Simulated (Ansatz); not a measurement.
Reaction (isomerisation): `Cc1ccc2ncccc2c1` → `Cc1ccnc2ccccc12`

Gas-phase electronic energies from Ansatz, PBE0-D4/def2-TZVP geometries. CCSD(T)/CBS adds triple-zeta CCSD(T) − MP2 to the extrapolated MP2 energy (def2 sets, frozen cores). DFT in def2-TZVPP. HSE06 is defined as in plane-wave codes.

Problem. Is it downhill or uphill in electronic energy at CCSD(T)/CBS, and by how much? (An estimate is asked.)

Solution. The calculation gave: Downhill: ΔE = -0.03 eV.

Problem. What do these levels give: LDA (SPW92), PBE-D4, BLYP-D4, r2SCAN-D4, B97M-V, HSE06-D4, PBE-QIDH, r2SCAN0, HF/def2-SVP, CCSD/def2-SVP, CCSD/def2-TZVPP, HF/CBS(def2)? (Best estimate.)

Solution. The calculation gave: LDA (SPW92) -0.04, PBE-D4 -0.02, BLYP-D4 -0.02, r2SCAN-D4 -0.03, B97M-V -0.03, HSE06-D4 -0.03, PBE-QIDH -0.03, r2SCAN0 -0.02, HF/def2-SVP 0.00, CCSD/def2-SVP -0.02, CCSD/def2-TZVPP -0.02, HF/CBS(def2) -0.01 eV.

Largest T1 diagnostic among the species: 0.012.

Leaving LDA and LC-ωPBE aside and taking each functional with its dispersion term where it has one, the values, not all of them listed here, spread over 0.02 eV, from ωB97M-V to B2PLYP. LDA lies −0.03 eV from PBE without D4.
